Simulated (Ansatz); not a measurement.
A thermochemical cycle in electronic energies (no zero-point or thermal terms), species as SMILES, kcal/mol. Geometries: B3LYP-D3(BJ)/def2-TZVP minima from Ansatz (a first-principles code), one conformer each, not searched for the lowest. Correlated levels leave the core frozen unless marked. UHF or UKS for open shells. Spin-orbit coupling is left out. No relativistic terms. CBS marks a two-point X^-3 extrapolation of the correlation energy; Hartree-Fock from the larger set. The bracket is a focal-point correction in the basis named. Anions need diffuse functions, of which def2-TZVPD holds fewer than the aug- sets.

```json
[
 {"step": "bond energy D: OB(O)Cl → [O]B(O)Cl + H atom", "RI-MP2/CBS(aug-cc-pV(T+d)Z,aug-cc-pV(Q+d)Z)+[CCSD(T)-MP2]/aug-cc-pV(T+d)Z (Ansatz)": "121.3", "PBE/def2-TZVPD (Ansatz)": "112.8"},
 {"step": "deprotonation energy A: OB(O)Cl [chloroboronic acid] -> [O-]B(O)Cl + H+", "RI-MP2/CBS(aug-cc-pV(T+d)Z,aug-cc-pV(Q+d)Z)+[CCSD(T)-MP2]/aug-cc-pV(T+d)Z (Ansatz)": "347.1", "PBE/def2-TZVPD (Ansatz)": "342.8"},
 {"step": "ionisation of the H atom at the same level, IE", "RI-MP2/CBS(aug-cc-pV(T+d)Z,aug-cc-pV(Q+d)Z)+[CCSD(T)-MP2]/aug-cc-pV(T+d)Z (Ansatz)": "313.7", "PBE/def2-TZVPD (Ansatz)": "313.5"}
]
```

Q: Find the electron affinity EA, positive where the anion is bound: [O]B(O)Cl + e- → [O-]B(O)Cl.

A: Breaking the bond, ionising the H atom and attaching the electron to the radical add up to the deprotonation, A = D + IE - EA. At RI-MP2/CBS(aug-cc-pV(T+d)Z,aug-cc-pV(Q+d)Z)+[CCSD(T)-MP2]/aug-cc-pV(T+d)Z: EA = D + IE - A = 121.3 + 313.7 - 347.1 = 87.9. At PBE/def2-TZVPD: EA = D + IE - A = 112.8 + 313.5 - 342.8 = 83.5. The functional differs from the first level by -8.5 in D, -4.4 in EA and -4.3 in A; for EA and A the gap mixes functional and basis.
